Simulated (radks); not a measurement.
The numbers below are computed, except where a source is named.
Spherical quantum dot in the effective-mass picture: electrons in a well V = -V0 / (1 + exp((r - R)/a)) with V0 = 39.4, R = 1.69, a = 0.085, with a point charge +1 (a donor) at the centre, all in effective atomic units (hartree* = m*/eps^2 hartree, bohr* = eps/m* bohr), one dielectric constant everywhere. Level of theory: non-relativistic Kohn-Sham, LDA (Slater exchange, Perdew-Wang correlation), spin-polarised, spherical densities (a radial shooting solver with Libxc functionals). Levels are named by radial order and angular momentum (1s, 1p, 1d, 2s, ...), and open shells are averaged over m. Results are scaled to m* = 0.538 and eps = 8.5, for which hartree* = 202.6 meV and bohr* = 0.8361 nm.

N = 15, configuration 1s2 1p6 1d(up 5, down 2). This is the lowest configuration that the search found. Occupied and some empty levels:

level,occupation,eigenvalue (meV),<r> (nm)
1s up,1,-5443.0,0.7721
1s down,1,-5423.9,0.7676
1p up,3,-5138.2,0.9034
1p down,3,-5115.6,0.9024
1d up,5,-4743.7,0.9733
1d down,2,-4720.0,0.9732
2s up,0,-4536.9,0.6878
2s down,0,-4524.4,0.6902
1f up,0,-4254.7,1.024
1f down,0,-4230.8,1.024
2p up,0,-3800.1,0.7864
2p down,0,-3785.1,0.7863

Energy (meV): total -92766.6, kinetic 11032, external -120080, Hartree 18761, exchange-correlation -2480.6.

Electron density:

r (nm),n(r) (e/nm^3)
0.0854,1.217
0.181,1.128
0.276,1.172
0.371,1.333
0.466,1.589
0.561,1.904
0.657,2.218
0.752,2.448
0.847,2.499
0.942,2.302
1.04,1.849
1.13,1.234
1.23,0.6385
1.32,0.2361
1.42,0.05826
1.51,0.01048
1.61,0.001626
1.70,0.0002427
1.80,0.00003634
1.89,5.486e-06
